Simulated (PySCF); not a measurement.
One entry of a table of gas-phase calculations, keyed by method. Lists by class give the value and the number of equivalent atoms.

```json
{
 "formula": "CH11OPSi3",
 "smiles": "CO[SiH2]P([SiH3])[SiH3]",
 "charge": 0,
 "multiplicity": 1,
 "geometry_level": "PBE0-D3(BJ)/def2-SVP",
 "atoms_angstrom": [
  ["C", 2.67, -0.631, 0.493],
  ["O", 1.884, -0.027, -0.499],
  ["Si", 0.669, 1.064, -0.177],
  ["P", -0.914, -0.002, 1.04],
  ["Si", -2.691, 1.112, 0.207],
  ["Si", -1.045, -1.768, -0.369],
  ["H", 3.343, -1.357, 0.014],
  ["H", 3.288, 0.108, 1.034],
  ["H", 2.054, -1.172, 1.236],
  ["H", 1.179, 2.226, 0.615],
  ["H", 0.166, 1.525, -1.502],
  ["H", -2.767, 1.055, -1.287],
  ["H", -2.593, 2.542, 0.63],
  ["H", -3.931, 0.511, 0.781],
  ["H", 0.034, -2.739, -0.024],
  ["H", -2.374, -2.418, -0.157],
  ["H", -0.925, -1.373, -1.807]
 ],
 "electronic_structure_code": "PySCF",
 "results": {
  "PBE0-D3(BJ)/def2-SVP geometry optimisation, gas phase": {
   "point_group": "C1",
   "rotational_constants_GHz": [2.108, 0.974, 0.773]
  },
  "wB97X-D/def2-SVPD ground state, ΔSCF and vertical TDDFT (core frozen in the response)": {
   "dipole_D": 0.55,
   "homo_eV": -9.02,
   "lumo_eV": 1.24,
   "S1_eV": 5.78,
   "strongest_line_of_10_singlets_eV": 7.35,
   "T1_tda_eV": 5.47,
   "polarisability_au": 128.2,
   "vertical_ip_eV": 9.02,
   "r2_bohr2_about_centre_of_nuclear_charge": 1608.9,
   "singlets_eV_and_f": [
    [5.78, 0.006],
    [6.3, 0.034],
    [6.38, 0.026],
    [6.5, 0.017],
    [6.72, 0.03],
    [6.77, 0.037],
    [7.27, 0.002],
    [7.35, 0.053],
    [7.39, 0.011],
    [7.43, 0.023]
   ],
   "triplets_tda_eV": [5.47, 5.66, 5.88, 6.16]
  },
  "PBE0/pcSseg-1 ground state and GIAO shieldings, non-relativistic": {
   "shift_vs_computed_TMS_C_by_class_ppm": [
    [53.1, 1]
   ],
   "shift_vs_computed_TMS_H_by_class_ppm": [
    [5.17, 2],
    [4.01, 6],
    [3.52, 3]
   ],
   "shielding_other_nuclei_by_class_ppm": [
    ["O", 326.1, 1],
    ["Si", 348.6, 1],
    ["Si", 422.4, 2],
    ["P", 678.4, 1]
   ],
   "charges_hirshfeld_e_by_atom": [-0.03, -0.23, 0.34, -0.13, 0.25, 0.24, 0.05, 0.04, 0.03, -0.08, -0.07, -0.07, -0.07, -0.07, -0.07, -0.07, -0.07]
  }
 }
}
```

The dipole equals about 1.8 × 10⁻³⁰ C·m (1 D = 3.33564 × 10⁻³⁰ C·m). The principal polarisabilities are 108.2, 131.4 and 145.2 au; their mean is the isotropic value. The polarisability is 19.00 Å³ as a volume (1 au = 0.148185 Å³), or 1.56 au for each of the 82 electrons. With B = h/(8π²I), that is 505.379 GHz u Å² over I, the principal moments of inertia are 239.8, 518.6 and 654.1 u Å² (most abundant isotopes); the inertial defect Ic − Ia − Ib is -104.3 u Å² (zero for a rigid planar frame, negative otherwise). The 10 singlets span 5.78 to 7.43 eV, and their oscillator strengths add up to 0.24.

 NMR classes are plain means over equivalent atoms (diastereotopic ones count apart unless rotation or inversion swaps them), as if these changed places fast; in this geometry the members of some classes differ.

Shape of the structure used: `[CH3:1][O:2][SiH2:3][P:4]([SiH3:5])[SiH3:6]`: C1–O2–Si3–P4 -63°, O2–Si3–P4–Si5 -147°.

One conformer stands for the species.
